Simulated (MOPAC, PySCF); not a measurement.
C₃H₉N, SMILES `CCNC` (C–C–N–C torsion 64°), neutral singlet in the gas phase. 

Z-matrix (Å, degrees):
```
C
H 1 1.0946
H 1 1.0960 2 106.13
N 1 1.4496 2 107.66 3 114.74
H 4 1.0123 1 109.94 2 62.30
C 4 1.4457 5 110.19 1 -127.55
H 6 1.0920 4 109.46 5 -57.44
H 6 1.0940 7 107.37 4 118.32
H 6 1.1011 7 107.81 8 115.55
C 1 1.5242 2 109.29 3 -117.99
H 10 1.0921 1 111.89 2 176.31
H 10 1.0931 11 107.53 1 121.83
H 10 1.0941 11 107.92 12 115.94
```
Charge 0, spin multiplicity 1.

All levels are single points at this geometry (PBE0-D3(BJ)/def2-TZVP); Pople sets use spherical d functions. Orbital energies aren't observables, and empty levels follow the basis.

B3LYP/3-21G in PySCF gives dipole (D) = 1.08.

Estimate the dipole (D) from each of these levels: PBE-D3(BJ)/def2-TZVP in PySCF; PBE0-D3(BJ)/def2-TZVP in PySCF; B3LYP/6-311+G** in PySCF; B3LYP/6-31G* in PySCF; M06-2X/6-31G* in PySCF; SVWN5/6-31G* in PySCF; HF/6-31G* in PySCF; PM3 in MOPAC.


```
level                           dipole (D)
------------------------------  ----------
PBE-D3(BJ)/def2-TZVP in PySCF         0.89
PBE0-D3(BJ)/def2-TZVP in PySCF        0.95
B3LYP/6-311+G** in PySCF              1.06
B3LYP/6-31G* in PySCF                 0.98
M06-2X/6-31G* in PySCF                1.03
SVWN5/6-31G* in PySCF                 0.97
HF/6-31G* in PySCF                    1.11
PM3 in MOPAC                          1.23
```
